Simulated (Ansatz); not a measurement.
The inner images of a band of CH$_{7}$AsOSi (11 atoms, charge 0, multiplicity 1) are given out of order.

Theory: Ansatz 0.2.0, RKS B3LYP/def2-SVP.

Image 0:

```xyz
11
Properties=species:S:1:pos:R:3
O -1.079 0.985 -0.980
C -0.274 1.116 0.179
Si -0.045 -0.619 0.941
As 0.939 -2.190 -0.568
H -1.185 1.855 -1.386
H 0.726 1.542 -0.042
H -0.737 1.774 0.945
H -1.370 -1.155 1.367
H 0.832 -0.494 2.145
H 2.125 -1.260 -0.849
H 0.134 -1.612 -1.733
```

Image 8:

```xyz
11
Properties=species:S:1:pos:R:3
O -1.094 1.090 -0.999
C -0.361 1.289 0.201
Si 0.210 -0.427 0.805
As 1.343 -1.475 -1.020
H -1.376 1.950 -1.338
H 0.535 1.926 0.049
H -0.966 1.776 0.994
H -0.957 -1.214 1.301
H 1.174 -0.241 1.933
H 1.520 -2.787 -0.250
H 0.035 -1.945 -1.656
```

**Question.** Put them in order from the first end to the last, with their energies above the first end.
A.
```xyz
11
Properties=species:S:1:pos:R:3
O -1.423 1.095 -0.677
C -0.527 1.178 0.422
Si 0.039 -0.611 0.795
As 1.311 -1.183 -1.101
H -1.638 1.987 -0.980
H 0.362 1.802 0.197
H -1.005 1.611 1.326
H -1.155 -1.401 1.201
H 1.057 -0.602 1.889
H 2.467 -2.109 -0.800
H 0.578 -1.825 -2.253
```
B.
```xyz
11
Properties=species:S:1:pos:R:3
O -1.211 1.019 -0.916
C -0.327 1.127 0.186
Si -0.015 -0.621 0.883
As 0.922 -2.208 -0.647
H -1.418 1.905 -1.239
H 0.640 1.598 -0.086
H -0.752 1.738 1.012
H -1.311 -1.176 1.371
H 0.919 -0.502 2.044
H 2.258 -1.465 -0.725
H 0.358 -1.472 -1.862
```
C.
```xyz
11
Properties=species:S:1:pos:R:3
O -1.417 1.094 -0.663
C -0.551 1.156 0.463
Si 0.113 -0.613 0.716
As 1.452 -0.951 -1.251
H -1.661 1.991 -0.925
H 0.321 1.820 0.285
H -1.060 1.531 1.374
H -1.032 -1.524 1.026
H 1.060 -0.627 1.873
H 2.311 -2.120 -0.769
H 0.530 -1.815 -2.107
```
D.
```xyz
11
Properties=species:S:1:pos:R:3
O -1.345 1.119 -0.704
C -0.580 1.138 0.493
Si 0.214 -0.585 0.664
As 1.523 -0.911 -1.314
H -1.689 2.005 -0.872
H 0.235 1.891 0.460
H -1.193 1.371 1.388
H -0.842 -1.618 0.875
H 1.127 -0.583 1.848
H 2.182 -2.184 -0.776
H 0.434 -1.700 -2.040
```
E.
```xyz
11
Properties=species:S:1:pos:R:3
O -1.388 1.107 -0.743
C -0.480 1.237 0.340
Si 0.054 -0.527 0.803
As 0.993 -2.014 -0.784
H -1.591 1.985 -1.090
H 0.417 1.832 0.084
H -0.947 1.716 1.228
H -1.167 -1.263 1.255
H 1.045 -0.516 1.921
H 2.506 -1.922 -0.777
H 0.624 -1.691 -2.216
```
F.
```xyz
11
Properties=species:S:1:pos:R:3
O -1.411 1.100 -0.704
C -0.509 1.212 0.387
Si 0.038 -0.557 0.815
As 1.137 -1.560 -0.921
H -1.616 1.983 -1.035
H 0.387 1.814 0.141
H -0.982 1.672 1.281
H -1.170 -1.324 1.238
H 1.060 -0.563 1.901
H 2.536 -2.049 -0.797
H 0.595 -1.785 -2.286
```
G.
```xyz
11
Properties=species:S:1:pos:R:3
O -1.315 1.083 -0.844
C -0.406 1.180 0.238
Si 0.034 -0.590 0.815
As 0.920 -2.226 -0.709
H -1.543 1.974 -1.141
H 0.513 1.746 -0.020
H -0.852 1.694 1.119
H -1.221 -1.206 1.334
H 1.009 -0.484 1.945
H 2.363 -1.717 -0.706
H 0.562 -1.511 -2.010
```

**Answer.** B (+1.3 kJ/mol), G (+7.3 kJ/mol), E (+47.3 kJ/mol), F (+130.7 kJ/mol), A (+59.0 kJ/mol), C (+9.3 kJ/mol), D (+1.5 kJ/mol).

Time of the run: 2.4 min on 2 threads of Intel(R) Xeon(R) Platinum 8488C (Sapphire Rapids) (shared host), peak memory 0.29 GiB.
